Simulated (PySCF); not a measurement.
**Computed spin Hamiltonian**

Species: C₇H₉ (doublet state).
Structure used (GFN2-xTB), in Å, numbered top down from 1:
```
atom  x, y, z in Å
C1    -2.9570   -1.2973   -0.8858
C2    -1.7092   -0.9712   -0.8871
C3    -1.0130   -0.1209    0.1642
C4     0.2667   -0.7092    0.6979
C5     1.0373    0.2602    0.2033
C6     2.4835    0.5815    0.2211
C7    -0.1170    1.0141   -0.4124
H8    -3.8175   -1.1379   -0.2771
H9    -1.0394   -1.3024   -1.6725
H10   -1.7302    0.2046    0.9191
H11    0.4490   -1.6056    1.2615
H12    3.0382   -0.1770    0.7687
H13    2.6487    1.5508    0.6920
H14    2.8697    0.6391   -0.7971
H15   -0.1087    1.0788   -1.4994
H16   -0.3086    2.0015    0.0055
```

The hyperfine couplings belong to this conformer and change with its torsions.

The species is `[H]/[C]=C\[C@H]1C=C(C)C1` [radical].

Computed, not measured: UKS B3LYP, pcH-1 on C H, non-relativistic, mean-field spin-orbit, GIAO in PySCF 2.14.0. Geometry: GFN2-xTB, one conformer, isolated molecule. A GFN2-xTB geometry isn't a minimum of the functional, and hyperfine couplings can be far from their values at a DFT geometry. Stability of the SCF solution: not tested.

```json
{"g1, g2, g3": "2.00175, 2.00222, 2.00267", "g_iso": "2.00221", "Form of g": "rhombic: the two nearest values differ by 48 % of g3 − g1", "⟨S²⟩": "0.7588 (exact 0.7500)", "α and β electrons": "26, 25", "HOMO–LUMO gap, α and β orbitals": "6.19, 4.75 eV", "Total energy": "-272.02759 Eh", "Basis functions": "265"}
```

Hyperfine couplings atom by atom, in MHz; T1 to T3 are the principal values of the dipolar part:

| atom | isotope | a_iso | T1 | T2 | T3 | Mulliken spin population |
| --- | --- | --- | --- | --- | --- | --- |
| C1 | 13C | 313.5 | -81.2 | -59.7 | 140.9 | 1.04 |
| C2 | 13C | -18.2 | -19.3 | 2.0 | 17.3 | -0.17 |
| C3 | 13C | 82.3 | -8.5 | -8.0 | 16.5 | 0.07 |
| C4 | 13C | -5.7 | -1.3 | -0.2 | 1.4 | 0.00 |
| C5 | 13C | 4.5 | -1.1 | -0.4 | 1.4 | 0.01 |
| C6 | 13C | 2.0 | -0.3 | -0.2 | 0.6 | 0.00 |
| C7 | 13C | -5.6 | -0.7 | -0.6 | 1.3 | 0.00 |
| H8 | 1H | 41.2 | -32.2 | -7.0 | 39.2 | 0.01 |
| H9 | 1H | 108.4 | -6.4 | -5.4 | 11.8 | 0.04 |
| H10 | 1H | -6.0 | -6.2 | -1.5 | 7.7 | 0.00 |
| H11 | 1H | -0.2 | -1.2 | -0.8 | 2.0 | 0.00 |
| H12 | 1H | -0.2 | -0.4 | -0.3 | 0.7 | 0.00 |
| H13 | 1H | 0.8 | -0.4 | -0.4 | 0.8 | 0.00 |
| H14 | 1H | 1.2 | -0.5 | -0.3 | 0.7 | 0.00 |
| H15 | 1H | 0.1 | -1.3 | -1.0 | 2.3 | 0.00 |
| H16 | 1H | -1.1 | -1.2 | -0.8 | 2.0 | 0.00 |

The largest Mulliken spin populations are on C1 (+1.04), C2 (-0.17) and C3 (+0.07). No atom but C1 exceeds +0.15.

Axes: g1 points within 10° of the C1–H8 bond and g2 points within 4° of the C2–C3 bond.

Under fast tumbling the dipolar parts average out, and these isotropic splittings remain: 1 × 1H (H9, I = 1/2, 2 lines) with 3.87 mT, 1 × 1H (H8, I = 1/2, 2 lines) with 1.47 mT, 1 × 1H (H10, I = 1/2, 2 lines) with 0.21 mT and 1 × 1H (H16, I = 1/2, 2 lines) with 0.04 mT.

The 13C coupling of C1 (313.5 MHz) shows only in satellite lines or after enrichment, since that isotope makes up about 1.07 % of natural carbon.

Hardware: Arm Neoverse V1, one thread, on a shared host. Cost: 55 s wall (with the writing of density and orbital grids), 0.97 GiB resident at most.
